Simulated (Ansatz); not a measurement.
Geometry optimisation, RKS PBE-D4/STO-3G (Ansatz 0.2.0).

Input:

```yaml
crystal:
  periodic: [false, false, false]
  atoms:
    - { symbol: Si, position_ang: [0.0, 0.0, 0.0] }
    - { symbol: H, position_ang: [0.0, 0.0, 1.46] }
    - { symbol: O, position_ang: [1.5842, 0.0, -0.5594] }
    - { symbol: C, position_ang: [2.3503, -1.1632, -0.836] }
    - { symbol: H, position_ang: [1.7187, -1.9052, -1.3675] }
    - { symbol: H, position_ang: [3.2179, -0.8926, -1.4733] }
    - { symbol: H, position_ang: [2.7141, -1.6023, 0.1163] }
    - { symbol: O, position_ang: [-0.7913, 1.3709, -0.5594] }
    - { symbol: Si, position_ang: [-2.4002, 1.4263, -1.0396] }
    - { symbol: H, position_ang: [-3.2124, 0.6421, -0.1138] }
    - { symbol: H, position_ang: [-2.862, 2.8114, -1.0378] }
    - { symbol: H, position_ang: [-2.5267, 0.8736, -2.385] }
    - { symbol: O, position_ang: [-0.7913, -1.3709, -0.5594] }
    - { symbol: C, position_ang: [-1.5365, -2.2685, 0.2501] }
    - { symbol: H, position_ang: [-1.2251, -2.1576, 1.3097] }
    - { symbol: H, position_ang: [-2.6187, -2.04, 0.1571] }
    - { symbol: H, position_ang: [-1.349, -3.3106, -0.083] }
basis:
  gaussian: { orbitals: STO-3G }
hamiltonian:
  xc: pbe
  dispersion: d4
relax:
  f_tol: 0.02
  max_steps: 40
```

Command:

```bash
$ ansatz run input.yaml --threads 1 --pin off --max-ram 2048MiB --backend cpu --events-out ev --progress --plain --runs-dir out
```

Question: Where does it end, and by what steps?

Answer: The run converged. The force dipped under the threshold on the way, but the program's further checks kept it going. Limits of this set-up: minimal basis. After 22 steps the energy has fallen by 0.734 eV; H12 moved furthest, 1.39 Å.

| step | energy less start (eV) | largest force component (eV/Å) | accepted |
| --- | --- | --- | --- |
| 0 | 0.0000 | 2.626 | yes |
| 1 | -0.3938 | 0.966 | yes |
| 2 | -0.5298 | 0.422 | yes |
| 3 | -0.5851 | 0.260 | yes |
| 4 | -0.6061 | 0.333 | yes |
| 5 | -0.6396 | 0.224 | yes |
| 6 | -0.6553 | 0.349 | yes |
| 7 | -0.6735 | 0.228 | yes |
| 8 | -0.6835 | 0.236 | yes |
| 9 | -0.7101 | 0.113 | yes |
| 10 | -0.7121 | 0.313 | yes |
| 11 | -0.7232 | 0.096 | yes |
| 12 | -0.7278 | 0.040 | yes |
| 13 | -0.7299 | 0.061 | yes |
| 14 | -0.7315 | 0.063 | yes |
| 15 | -0.7322 | 0.048 | yes |
| 16 | -0.7330 | 0.041 | yes |
| 17 | -0.7334 | 0.031 | yes |
| 18 | -0.7336 | 0.035 | yes |
| 19 | -0.7338 | 0.022 | yes |
| 20 | -0.7339 | 0.008 | yes |
| 21 | -0.7339 | 0.008 | yes |
| 22 | -0.7339 | 0.007 | yes |

```xyz
17
Properties=species:S:1:pos:R:3
Si -0.092 -0.268 0.139
H 0.444 -0.473 1.491
O 1.106 0.143 -1.043
C 2.157 -0.885 -1.042
H 1.788 -1.903 -1.331
H 2.917 -0.578 -1.796
H 2.684 -0.989 -0.058
O -1.154 1.054 0.240
Si -2.081 1.361 -1.180
H -3.101 0.334 -1.395
H -2.746 2.634 -0.936
H -1.272 1.464 -2.394
O -0.841 -1.712 -0.475
C -1.699 -2.302 0.560
H -1.167 -2.514 1.524
H -2.596 -1.677 0.810
H -2.075 -3.274 0.166
```

Whether the end is a true minimum wasn't checked by a vibrational analysis.

Run time: 120 s on 1 thread of Arm Neoverse V1, with other jobs on the host, peak memory 0.14 GiB.
